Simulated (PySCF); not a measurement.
Compound: C₃F₆O.
Numbering: `[O:1]=[C:2]([C:3]([F:4])([F:5])[F:6])[C:7]([F:8])([F:9])[F:10]`

The same species was optimised twice, with GFN2-xTB and with PBE0-D3(BJ)/def2-SVP (PySCF), and the same property calculations (PySCF, gas phase) were run on both structures.

```
     coordinate  GFN2-xTB  PBE0-D3(BJ)/def2-SVP  change
      C2–C3 (Å)     1.560                 1.546  -0.014
      C2–C7 (Å)     1.560                 1.547  -0.013
      C3–F4 (Å)     1.326                 1.317  -0.009
      C7–F9 (Å)     1.326                 1.318  -0.008
      O1=C2 (Å)     1.185                 1.190  +0.005
      C3–F5 (Å)     1.335                 1.329  -0.006
      C7–F8 (Å)     1.335                 1.329  -0.006
     C7–F10 (Å)     1.331                 1.329  -0.002
      C3–F6 (Å)     1.331                 1.330  -0.001
   C3–C2–C7 (°)     113.0                 116.8    +3.8
   O1–C2–C7 (°)     123.5                 121.5    -2.0
   O1–C2–C3 (°)     123.5                 121.8    -1.7
   C2–C3–F6 (°)     111.6                 110.2    -1.4
   F4–C3–F6 (°)     108.3                 109.2    +0.9
   F8–C7–F9 (°)     108.2                 109.1    +0.9
   F4–C3–F5 (°)     108.2                 109.1    +0.9
  F9–C7–F10 (°)     108.3                 109.2    +0.9
O1–C2–C3–F4 (°)       -19                   -14      +5
O1–C2–C7–F8 (°)       100                    99      -1
```

Rotational constants: A = 2173, B = 1048, C = 938.9 MHz (GFN2-xTB) against A = 2194, B = 1045, C = 941.8 MHz (PBE0-D3(BJ)/def2-SVP).

On the GFN2-xTB structure: HOMO (eV) -9.47 [PBE0/pcSseg-1]; LUMO (eV) -2.99 [PBE0/pcSseg-1]; dipole (D) 0.36 [PBE0/pcSseg-1]; GIAO shielding of O1 (ppm) -337.7 [PBE0/pcSseg-1]; GIAO shielding of C2 (ppm) 3.7 [PBE0/pcSseg-1]; GIAO shielding of C3/C7 (mean) (ppm) 63.2 [PBE0/pcSseg-1]; GIAO shielding of F4 (×6) (mean) (ppm) 260.6 [PBE0/pcSseg-1].

Question: What do these properties become on the PBE0-D3(BJ)/def2-SVP structure?

Answer: 
| property | level | on GFN2-xTB | on PBE0-D3(BJ)/def2-SVP | change |
| --- | --- | --- | --- | --- |
| HOMO (eV) | PBE0/pcSseg-1 | -9.47 | -9.37 | +0.10 |
| LUMO (eV) | PBE0/pcSseg-1 | -2.99 | -2.88 | +0.11 |
| dipole (D) | PBE0/pcSseg-1 | 0.36 | 0.52 | +0.16 |
| energy, GFN2-xTB geometry as zero (kcal/mol) | PBE0/pcSseg-1 | 0.0 | -0.6 | -0.6 |
| GIAO shielding of O1 (ppm) | PBE0/pcSseg-1 | -337.7 | -356.0 | -18.3 |
| GIAO shielding of C2 (ppm) | PBE0/pcSseg-1 | 3.7 | 0.5 | -3.2 |
| GIAO shielding of C3/C7 (mean) (ppm) | PBE0/pcSseg-1 | 63.2 | 64.9 | +1.7 |
| GIAO shielding of F4 (×6) (mean) (ppm) | PBE0/pcSseg-1 | 260.6 | 265.2 | +4.6 |

The heavy atoms differ by 0.057 Å rms after alignment. Among bonds between heavy atoms C2–C3 and C2–C7 change most and about equally (-0.014 to -0.013 Å). Changes are differences of the printed values. Neither structure is proved a minimum here.

The values belong to the conformer `[O:1]=[C:2]([C:3]([F:4])([F:5])[F:6])[C:7]([F:8])([F:9])[F:10]`: O1–C2–C3–F4 -14°, O1–C2–C7–F8 99°.
